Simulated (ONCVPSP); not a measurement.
## Pm ONCV: all-electron and pseudo phase curves

ONCVPSP 4.0.1 input, shortened (lines: element, Z, core and valence counts, functional; n l f; lmax; l rc ep ncon nbas qcut; lloc lpopt rc5 dvloc0; l nproj debl; icmod fcfact rcfact), LDA (Perdew-Wang 92), non-relativistic:

```
  Pm 61.00   12    2  -001012      upf
    1    0    2.00
    2    0    2.00
    2    1    6.00
    3    0    2.00
    3    1    6.00
    3    2   10.00
    4    0    2.00
    4    1    6.00
    4    2   10.00
    4    3    4.00
    5    0    2.00
    5    1    6.00
    5    2    1.00
    6    0    1.00
    2
    0    3.75    0.00    4    9    1.80
    1    3.80    0.07    3    6    2.30
    2    3.70    0.00    3    8    3.80
    4    1    3.70    3.00
    0    2    3.60
    1    2    4.00
    2    1    2.40
    0    0.00    0.00
```

In the p channel the program set the typed energies aside and used 0.050, 4.050 Ha.

The phase is arctan(r·R′/R) of the radial function R(r), unwrapped; energies in Ha, scanned from -2 to 5 Ha. A pole is an energy at which the radial function vanishes at the test radius. The pseudo phase is shifted by a multiple of π to meet the all-electron one at the reference energy, and phase errors are pseudo minus all-electron; the curves can meet again beyond the range given. Levels narrower than the energy grid can be missing from the lists of poles. n/a: not evaluated, since a narrow level or a reset projector energy made the automatic matching unsafe.

For each channel, where are the poles, and over which energies does the pseudopotential scatter like the atom?

```tsv
channel	radius (bohr)	reference energy (Ha)	poles, all-electron	poles, pseudo	unbroken range about the reference energy with phases within 0.05 rad	phase error 1 Ha above the reference energy (rad)
s	3.80	-0.32	0.22, 2.48	0.49, 2.93, 4.27	n/a	n/a
p	3.85	0.05	-1.12, 0.52, 2.77	0.67, 3.55	-0.1 to 0.7	+0.163
d	3.76	-0.34	-0.23, 1.30, 3.79	-0.22, 2.15	-0.4 to -0.1	+0.642
```

Note: no bound ghost flagged; GHOST(+) flagged for s at 80.7 eV, s at 116.1 eV, p at 140.8 eV, s at 185.5 eV, s at 437.8 eV.

Phases in the d channel:

```json
{"E (Ha)": "-1.98", "all-electron": "1.403", "pseudo": "1.404"}
{"E (Ha)": "-1.80", "all-electron": "1.391", "pseudo": "1.393"}
{"E (Ha)": "-1.62", "all-electron": "1.377", "pseudo": "1.379"}
{"E (Ha)": "-1.44", "all-electron": "1.359", "pseudo": "1.362"}
{"E (Ha)": "-1.26", "all-electron": "1.335", "pseudo": "1.339"}
{"E (Ha)": "-1.08", "all-electron": "1.301", "pseudo": "1.307"}
{"E (Ha)": "-0.90", "all-electron": "1.246", "pseudo": "1.257"}
{"E (Ha)": "-0.72", "all-electron": "1.138", "pseudo": "1.157"}
{"E (Ha)": "-0.54", "all-electron": "0.760", "pseudo": "0.807"}
{"E (Ha)": "-0.36", "all-electron": "-1.137", "pseudo": "-1.136"}
{"E (Ha)": "-0.18", "all-electron": "-1.646", "pseudo": "-1.624"}
{"E (Ha)": "0.00", "all-electron": "-1.872", "pseudo": "-1.791"}
{"E (Ha)": "0.18", "all-electron": "-2.264", "pseudo": "-1.962"}
{"E (Ha)": "0.36", "all-electron": "-3.491", "pseudo": "-2.290"}
{"E (Ha)": "0.54", "all-electron": "-4.267", "pseudo": "-3.145"}
{"E (Ha)": "0.72", "all-electron": "-4.490", "pseudo": "-4.014"}
{"E (Ha)": "0.90", "all-electron": "-4.592", "pseudo": "-4.336"}
{"E (Ha)": "1.08", "all-electron": "-4.655", "pseudo": "-4.476"}
{"E (Ha)": "1.26", "all-electron": "-4.702", "pseudo": "-4.553"}
{"E (Ha)": "1.44", "all-electron": "-4.743", "pseudo": "-4.604"}
{"E (Ha)": "1.62", "all-electron": "-4.787", "pseudo": "-4.640"}
{"E (Ha)": "1.80", "all-electron": "-4.844", "pseudo": "-4.668"}
{"E (Ha)": "1.98", "all-electron": "-4.936", "pseudo": "-4.692"}
{"E (Ha)": "2.16", "all-electron": "-5.161", "pseudo": "-4.714"}
{"E (Ha)": "2.34", "all-electron": "-6.225", "pseudo": "-4.734"}
{"E (Ha)": "2.52", "all-electron": "-7.376", "pseudo": "-4.755"}
{"E (Ha)": "2.70", "all-electron": "-7.614", "pseudo": "-4.778"}
{"E (Ha)": "2.88", "all-electron": "-7.705", "pseudo": "-4.806"}
{"E (Ha)": "3.06", "all-electron": "-7.755", "pseudo": "-4.843"}
{"E (Ha)": "3.24", "all-electron": "-7.788", "pseudo": "-4.901"}
{"E (Ha)": "3.42", "all-electron": "-7.813", "pseudo": "-5.011"}
{"E (Ha)": "3.60", "all-electron": "-7.834", "pseudo": "-5.317"}
{"E (Ha)": "3.78", "all-electron": "-7.853", "pseudo": "-6.581"}
{"E (Ha)": "3.96", "all-electron": "-7.870", "pseudo": "-7.411"}
{"E (Ha)": "4.14", "all-electron": "-7.889", "pseudo": "-7.612"}
{"E (Ha)": "4.32", "all-electron": "-7.910", "pseudo": "-7.696"}
{"E (Ha)": "4.50", "all-electron": "-7.937", "pseudo": "-7.743"}
{"E (Ha)": "4.68", "all-electron": "-7.975", "pseudo": "-7.774"}
{"E (Ha)": "4.86", "all-electron": "-8.037", "pseudo": "-7.797"}
```
